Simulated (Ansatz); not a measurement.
Calculated with Ansatz (gas phase, PBE0-D4/def2-TZVP geometries, no zero-point term in ΔE). CBS: MP2 limit from def2 TZ/QZ plus the TZ coupled-cluster correction, frozen cores. This one scheme is used for every species. Functionals use def2-TZVPP.

`C[SiH](F)C#N` + HCl → `N#C[SiH](F)Cl` + CH₄  (ligand exchange at the Si–C bond)

`C[SiH](F)C#N`:

Cartesian coordinates in Å:
```
C -0.744 0.235 -0.982
Si -0.021 0.190 0.711
F -0.982 -0.581 1.720
C 1.567 -0.766 0.670
N 2.565 -1.337 0.604
H -1.688 0.785 -0.981
H -0.056 0.733 -1.670
H -0.928 -0.776 -1.352
H 0.287 1.517 1.279
```

HCl:

Cartesian coordinates in Å:
```
Cl -0.503 -0.379 -0.108
H 0.503 0.379 0.108
```

`N#C[SiH](F)Cl`:

Cartesian coordinates in Å:
```
N 2.317 -0.565 -0.581
C 1.235 -0.270 -0.319
Si -0.474 0.213 0.159
F -1.038 1.129 -0.996
Cl -1.583 -1.464 0.313
H -0.457 0.956 1.425
```

CH₄:

```xyz
5

C     0.000    0.000    0.000
H    -0.929   -0.245   -0.515
H     0.725   -0.798   -0.159
H    -0.194    0.107    1.067
H     0.398    0.935   -0.393
```

Problem. Is it downhill or uphill in electronic energy at CCSD(T)/CBS, and by how much? (An estimate is asked.)

Solution. Computed: Downhill: ΔE = -21.0 kcal/mol.

Problem. What do these levels give: ωB97X-V, ωB97M-V, PBE-QIDH, PBE0, HF/def2-TZVPP, CCSD/def2-TZVPP? (An estimate is asked.)

Solution. Computed: ωB97X-V -20.8, ωB97M-V -21.0, PBE-QIDH -21.3, PBE0 -20.8, HF/def2-TZVPP -22.2, CCSD/def2-TZVPP -20.4 kcal/mol.

Problem. What do rigid-rotor, harmonic-oscillator terms from PBE0-D4/def2-TZVP frequencies (298.15 K, 1 bar) make of the CCSD(T)/CBS value? (Estimate.)

Solution. Computed: ΔZPE = +1.9 kcal/mol, ΔH = -19.3 kcal/mol, ΔS = -7 J/(mol·K), ΔG = -18.8 kcal/mol.

Largest T1 diagnostic among the species: 0.012.

Leaving LDA and LC-ωPBE aside and taking each functional with its dispersion term where it has one, the values, not all of them listed here, spread over 1.6 kcal/mol, from B97M-V to PBE0-D4. LDA lies +1.3 kcal/mol from PBE without D4.
